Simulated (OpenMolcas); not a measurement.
**C+: effect of the active space**

```
Program             : OpenMolcas
Method              : CASSCF
Basis               : ANO-R1
Scalar Hamiltonian  : X2C, finite nucleus
Spin-orbit coupling : state interaction with AMFI integrals over the reference wave functions, term energies averaged over their components
```

A. 3 electrons in 4 orbitals (2s 2p); 2S+1 = 4 odd, 1 root; 2S+1 = 2 odd, 11 roots; 2S+1 = 4 even, 3 roots; 2S+1 = 2 even, 9 roots; cost of the order of 10 core-seconds
B. 3 electrons in 8 orbitals (2s 2p 3s 3p); 2S+1 = 4 odd, 1 root; 2S+1 = 2 odd, 3 roots; 2S+1 = 4 even, 3 roots; 2S+1 = 2 even, 9 roots; cost about 14 core-seconds

Energies in cm⁻¹ above 2s² 2p ²P°_1/2, the measured ground level; measured values from NIST Handbook of Basic Atomic Spectroscopic Data.

```csv
Level,A,B,Measured
2s² 2p ²P°_1/2,0.0,0.0,0.0
2s² 2p ²P°_3/2,55.1,56.8,63.4
2s 2p² ⁴P_1/2,37597,38944,43003
2s 2p² ⁴P_3/2,37617,38965,43025
2s 2p² ⁴P_5/2,37652,38999,43054
2s 2p² ²D_3/2,80990,80804,74933
2s 2p² ²D_5/2,80990,80808,74930
2s 2p² ²S_1/2,102974,99464,96494
2s 2p² ²P_1/2,121596,120281,110624
2s 2p² ²P_3/2,121634,120322,110666
```

Deviations, from unrounded energies. A percentage is the sum of absolute deviations over the sum of measured energies, with the sign that they share, or ± where signs differ.

```json
{"Against measurement": "mean absolute deviation (cm-1)", "Levels": "9", "A": "6300", "B": "5100"}
{"Against measurement": "fine structure of the ground term (%)", "Levels": "1", "A": "-13.2", "B": "-10.4"}
{"Against measurement": "other configurations (%)", "Levels": "8", "A": "±9.5", "B": "±7.7"}
```

B lies closest to measurement on these levels. The largest miss of B in the table is 2s 2p² ²P_1/2, by +9700 cm-1. The ranking rests on the paired levels alone, and a cruder setting can come out closer through cancelling errors.

Between A and B the level of the table that moves most is 2s 2p² ²S_1/2, by 3500 cm-1 (lowest in B, highest in A).

Without dynamic correlation excited terms often stand tens of per cent too high (terms of higher spin than the ground term too low), and those without a measured partner can miss by more than the paired ones. Active for correlation alone: 3p 3s; no level in the range computed is led by a configuration that fills them, so any true level of that kind is missing (holds for B). Measured partners are found by configuration, term and J. A level has none where our copy of the source lacks it or the pairing is in doubt (some pairs that miss far off the trend of their configuration count as doubtful), and it then counts in no deviation. Levels of configurations outside the active space are missing. The table leaves out levels that lie high or whose names do not pair safely across all columns.

° marks odd parity.
